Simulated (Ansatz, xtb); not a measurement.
# Isomers of C4H5BrN2S in order of energy

10 gas-phase structures of C4H5BrN2S, from a drawn sample of its isomers (lower ones may exist). Each was relaxed with GFN2-xTB; where two conformers were screened, the lower at r2SCAN-D4/def2-SVP is listed:

A. `CSc1c[nH]nc1Br`, a singlet
B. `BrCCc1cnsn1`, a singlet
C. `CCc1nc(Br)ns1`, a singlet
D. `NCc1cc(Br)ns1`, a singlet
E. `CNc1cnsc1Br`, a singlet
F. `NCc1cnsc1Br`, a singlet
G. `BrCCc1ncsn1`, a singlet
H. `BrCCc1ncns1`, a singlet
I. `CCc1nsc(Br)n1`, a singlet
J. `SCc1cn[nH]c1Br`, a singlet

Q: Estimate their order in r2SCAN-D4/def2-SVP energy at these geometries, lowest first.

A: Calculated order at r2SCAN-D4/def2-SVP: H (0.0), G (0.1), I (0.7), C (1.3), B (6.7), D (11.2), J (11.4), A (13.3), F (13.7), E (13.8) kcal/mol. Less than 1 kcal/mol parts H and G; G and I; I and C; D and J; A and F; F and E, so the order within those pairs means little.

Energies above the lowest of each column, in kcal/mol; the last columns are at PBE0-D3(BJ)/def2-SVP geometries and were run for some of them only (a dash: not run or not comparable):

```
structure  GFN2-xTB  HF/STO-3G  r2SCAN-D4/def2-SVP  PBE0-D3(BJ)/def2-SVP  CCSD(T)/def2-SVP + ΔMP2/def2-TZVPP
        H       4.7        7.5                 0.0                   0.0                                 0.0
        G       3.9        5.5                 0.1                   0.6                                 0.1
        I       2.8        0.0                 0.7                   1.5                                 2.3
        C       0.0        0.4                 1.3                   1.2                                 2.5
        B       8.2       13.3                 6.7                   7.0                                 3.4
        D      20.7       20.0                11.2                  10.9                                   –
        J      17.0       22.6                11.4                     –                                   –
        A      21.6       16.1                13.3                     –                                   –
        F      24.1       22.0                13.7                     –                                   –
        E      16.3       23.1                13.8                     –                                   –
```

CCSD(T)/def2-SVP + ΔMP2/def2-TZVPP puts H lowest of those it was run on, with G within 1 kcal/mol; GFN2-xTB picks C, HF/STO-3G picks I. Flexible structures stand in one conformer each, not always the lowest. Frequencies (GFN2-xTB) were run for B, C, G, H, I alone. The ΔMP2 step shifts differences by up to 4.1 kcal/mol, which makes them less sure. ΔMP2 is the change of the MP2 energy from the smaller to the larger basis.

Over these structures GFN2-xTB departs from r2SCAN-D4/def2-SVP by 3.0 kcal/mol on average once a common shift is removed. A GFN2-xTB relaxation took about 0.11 s and the r2SCAN-D4/def2-SVP energy about 2.5 s on a shared host (Ansatz 0.2.0, xtb 6.7.1).
